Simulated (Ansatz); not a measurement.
```xyz
9

O    -0.0020    0.0069   -0.5848
C    -0.0086    1.1610    0.1830
C    -0.0021   -1.1699    0.1922
H     0.0050    2.0218   -0.4876
H    -0.9038    1.2278    0.8406
H     0.8915    1.2346    0.8305
H     0.0049   -2.0295   -0.4994
H     0.9001   -1.2378    0.8468
H    -0.8968   -1.2324    0.8297
```

Basis set: STO-3G (spherical functions). Frozen core: 3 orbitals. Charge 0, multiplicity 1.

Computed with Ansatz (development build ahead of 0.2.0); each method stands on the lowest determinant of its kind that the runs found. Restricted open shells among the atoms or ions are ROHF, correlated in semicanonical orbitals with singles.

**Question.** Give the atomization energy at this shape (free ground-state atoms in the same class of orbitals less the molecule, no zero-point energy) of singlet C2H6O by RHF-MP2, RHF.

**Answer.**

| method | atomization energy |
| --- | --- |
| RHF-MP2 | 34.04 eV |
| RHF | 30.74 eV |

This basis has no polarisation functions and is too small for such energies, which can lie far from measured ones in either direction.
